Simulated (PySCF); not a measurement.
PBE0-D3(BJ)/def2-TZVP geometry optimisation, gas phase with PySCF 2.14 and geomeTRIC: Mo(OH)4, charge 0, multiplicity 3. Start (model start, shaken):

```
9

Mo    0.0000    0.0045   -0.0041
O     1.0605    1.0671    1.0590
H     0.8209    1.9714    1.3783
O    -1.0832   -1.0665    1.0792
H    -0.8184   -1.9653    1.3852
O    -1.0634    1.0537   -1.0807
H    -1.9798    0.8006   -1.4133
O     1.0703   -1.0929   -1.0698
H     1.9537   -0.8228   -1.4234
```

```
step  E − E(start) / kcal mol⁻¹  largest force / Eh bohr⁻¹
   0                       0.00                    0.05866
   1                      -5.66                    0.01028
   2                      -7.00                    0.00561
   3                      -7.83                    0.00474
   4                      -8.75                    0.00467
   5                      -9.03                    0.00306
   6                      -9.20                    0.00242
   7                      -9.29                    0.00216
   8                      -9.53                    0.00267
   9                      -9.77                    0.00339
  10                     -10.13                    0.00407
  11                     -10.76                    0.00756
  12                     -11.50                    0.00563
  13                     -11.90                    0.00329
  14                     -12.18                    0.00250
  15                     -12.36                    0.00338
  16                     -12.68                    0.00560
  17                     -12.97                    0.00386
  18                     -13.19                    0.00118
  19                     -13.26                    0.00125
  20                     -13.29                    0.00077
  21                     -13.32                    0.00065
  22                     -13.34                    0.00135
  23                     -13.36                    0.00161
  24                     -13.37                    0.00100
  25                     -13.38                    0.00039
```

The optimisation met its thresholds. End point:

```
9

Mo    0.1074    0.2880   -0.1674
O     0.6678    1.5740    1.0861
H     0.3851    1.5088    2.0040
O    -0.8403   -1.0337    0.8427
H    -0.4210   -1.9010    0.7987
O    -1.1983    0.8854   -1.3845
H    -2.1073    0.5837   -1.2828
O     1.3261   -1.0808   -0.6889
H     2.0411   -0.8744   -1.2975
```

Metal–donor distances, start → end: O2 1.840 → 1.881 Å, O4 1.869 → 1.915 Å, O6 1.841 → 1.882 Å, O8 1.867 → 1.905 Å.

No frequencies were computed, so the end point may be a saddle point.

The job took 7.1 min on one thread of Arm Neoverse V2 (shared host), with 188 basis functions and a peak of 0.73 GiB, launched as `OMP_NUM_THREADS=1 python lf_run.py task.json out`.
